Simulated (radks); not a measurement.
Values are calculated unless marked as measured or tabulated.
Spherical quantum dot in the effective-mass picture: electrons in a well V = -V0 / (1 + exp((r - R)/a)) with V0 = 26.2, R = 1.97, a = 0.078, all in effective atomic units (hartree* = m*/eps^2 hartree, bohr* = eps/m* bohr), one dielectric constant everywhere. Level of theory: non-relativistic Kohn-Sham, LDA (Slater exchange, Perdew-Wang correlation), spin-polarised, spherical densities (a radial shooting solver with Libxc functionals). Levels are named by radial order and angular momentum (1s, 1p, 1d, 2s, ...), and open shells are averaged over m.

N = 25, configuration 1s2 1p6 1d10 1f(up 7, down 0). This is the lowest configuration that the search found. Occupied and some empty levels:

level,occupation,eigenvalue (hartree*),<r> (bohr*)
1s up,1,-8.9283,1.279
1s down,1,-8.7959,1.269
1p up,3,-8.1691,1.375
1p down,3,-8.0216,1.370
1d up,5,-6.9788,1.445
1d down,5,-6.8223,1.443
1f up,7,-5.4204,1.501
1f down,0,-5.2590,1.500
2s up,0,-5.2449,0.9680
2s down,0,-5.1789,0.9714
1g up,0,-3.5307,1.548
1g down,0,-3.3673,1.548
2p up,0,-3.1281,1.122
2p down,0,-3.0458,1.122
2d up,0,-0.72766,1.233
2d down,0,-0.63141,1.232

Energy (hartree*): total -367.202, kinetic 83.508, external -631.02, Hartree 200.23, exchange-correlation -19.922.
